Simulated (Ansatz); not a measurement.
CrO4 (SMILES [O]=[Cr-2](=[O])(=[O])=[O]), charge -2, singlet, at a GFN2-xTB geometry (such geometries of metal compounds can be far from the true shape) (a gas-phase anion, which may not be bound at this level). Base run: Ansatz (a quantum-chemistry and plane-wave program) with HF/6-31G**.

Geometry (Å):
```xyz
5

Cr     0.0000     0.0000     0.0000
O      1.1191     0.6362    -1.0063
O      0.7491    -0.8054     1.2083
O     -0.9562    -1.0317    -0.8313
O     -0.9120     1.2008     0.6293
```
Charge -2, spin multiplicity 1.
All else is at Ansatz's defaults.

Each row names what was changed in the base input (with any setting that the change needs).

```tsv
change	basis functions	E (Eh)
base	96	-1342.29489
basis = cc-pVTZ-DK; relativity = spin-free X2C	188	-1349.08253
basis = jorge-DZP-DKH; relativity = none	103	-1340.99705
basis = jorge-DZP-DKH; relativity = spin-free X2C	103	-1348.96359
basis = x2c-SVPall; relativity = spin-free X2C; nucleus = Gaussian	92	-1348.48915
basis = jorge-DZP-DKH; relativity = spin-free X2C; nucleus = Gaussian	103	-1348.96092
basis = x2c-SVPall; relativity = none	92	-1340.35283
basis = cc-pVTZ-DK; relativity = spin-free X2C; nucleus = Gaussian	188	-1349.07956
basis = x2c-SVPall; relativity = spin-free X2C	92	-1348.49159
basis = cc-pVTZ-DK; relativity = none	188	-1339.78227
```

Absolute energies of different levels of theory aren't comparable as measures of quality.

Ansatz warned in this series: the basis is contracted for relativity, which the run leaves out.

A gas-phase anion may not be bound at this level; its values then depend on the basis.

Basis sets contracted for a relativistic Hamiltonian are a mismatch without it, so the rows without relativity aren't non-relativistic limits. No row has spin-orbit coupling; sets with core potentials leave out the core electrons.
